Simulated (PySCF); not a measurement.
**UHF on Dy⁵²⁺ (dysprosium, charge +52)**

Configuration: [Ne] 3s2 3p2, high-spin 3P determinant. Calculation: PySCF 2.14, in an even-tempered Gaussian basis (17 s from 12 bohr⁻², ratio 2.5; 12 p from 16 bohr⁻², ratio 2.5; 4 d from 62 bohr⁻², ratio 2.7; 4 f from 93 bohr⁻², ratio 2.7); the spin-free X2C one-electron Hamiltonian (Gaussian nucleus).

| Property | Result |
| --- | --- |
| Total energy | -9349.685450 hartree |
| One-electron energy | -10185.8090 hartree |
| Hartree (Coulomb) energy | 973.5980 hartree |
| Exchange energy | -137.4745 hartree |
| ⟨S²⟩ | 2.0004 |
| ⟨L²⟩ | 2.001 |
| Sum of ⟨r⟩ | 1.527 bohr |
| Sum of ⟨r²⟩ | 0.2691 bohr² |
| Traceless quadrupole moment −½Σ⟨3z² − r²⟩ along its main axis | 0.0202 e·bohr² |

| shell | electrons | mean orbital energy (hartree) | spread (hartree) | rms radius, mean of both spins (bohr) |
| --- | --- | --- | --- | --- |
| 1s α | 1 | -2127.39507 | 0 | 0.0240 |
| 1s β | 1 | -2126.89801 | 0 | 0.0240 |
| 2s α | 1 | -468.93055 | 0 | 0.0955 |
| 2s β | 1 | -468.61972 | 0 | 0.0955 |
| 2p α | 3 | -432.51165 | 0.29036 | 0.0857 |
| 2p β | 3 | -431.91737 | 0.35429 | 0.0857 |
| 3s α | 1 | -188.09960 | 0 | 0.229 |
| 3s β | 1 | -186.27677 | 0 | 0.229 |
| 3p α | 2 | -177.02757 | 0 | 0.225 |

Spin-orbit coupling is strong in this species (close to jj coupling), so the high-spin LS determinant is a model state, not a physical level.

Densities and radii are taken from the X2C orbitals without a picture-change correction, which distorts them close to the nucleus.

Spin-orbit constants ζ (cm⁻¹) from the X2C one-electron operator on these orbitals: bare nucleus, nucleus screened by l(l+1)(2l+1)/3 electrons, and screened by the Breit-Pauli mean field of the electrons.

| shell | bare | screened nucleus | mean field |
| --- | --- | --- | --- |
| 2p | 4258000 | 4129000 | 4083000 |
| 3p | 1099000 | 1065000 | 1055000 |

To first order the Landé constant is A = 527400 cm⁻¹, so the lowest level has J = 0 and lies 131 eV below the centre of the term. This holds in LS coupling only, and this species is close to jj coupling.
